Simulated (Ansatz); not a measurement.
Conformers and stereoisomers of C$_{4}$H$_{3}$F$_{3}$, SMILES `C=C(F)C(F)=CF`, each relaxed with PBE0-D4/def2-TZVP in Ansatz. CBS adds the triple-zeta coupled-cluster correction to the MP2 limit.

Not all of them had a frequency check.

Conformer A:

Z-matrix (Å, degrees):
```
C
C 1 1.325
H 1 1.081 2 120.3
H 1 1.079 2 120.0 3 -180.0
F 2 1.335 1 121.0 3 -0.0
C 2 1.452 1 125.3 3 180.0
F 6 1.341 2 113.8 1 -0.0
C 6 1.331 2 129.8 1 180.0
F 8 1.324 6 123.4 2 -0.0
H 8 1.083 6 121.9 2 180.0
```

Conformer B:

```xyz
10

C    -0.997    1.131   -1.115
C    -0.047    0.324   -0.672
F     0.996   -0.009   -1.446
C     0.014   -0.290    0.641
F    -1.000    0.010    1.450
C     0.990   -1.097    1.046
F     0.989   -1.627    2.261
H    -0.950    1.538   -2.116
H    -1.827    1.385   -0.473
H     1.831   -1.367    0.425
```

Task: Which is lowest in electronic energy at CCSD(T)/CBS (frozen core, def2 sets), and by how much? (Best estimate.)

Result: Computed: B; A lies 12.1 kJ/mol higher.

Task: Give the energies relative to B (kJ/mol) with r2SCAN-D4/def2-TZVPP, B2PLYP/def2-TZVPP, PBE/def2-TZVPP, SCS-MP2/def2-TZVPP, CCSD/def2-TZVPP, SCS-MP2/def2-QZVPP, HF/CBS(def2). (Estimate.)

Result: Computed: 
| level | A |
| --- | --- |
| r2SCAN-D4/def2-TZVPP | 11.2 |
| B2PLYP/def2-TZVPP | 11.2 |
| PBE/def2-TZVPP | 10.7 |
| SCS-MP2/def2-TZVPP | 11.6 |
| CCSD/def2-TZVPP | 11.4 |
| SCS-MP2/def2-QZVPP | 12.5 |
| HF/CBS(def2) | 13.6 |
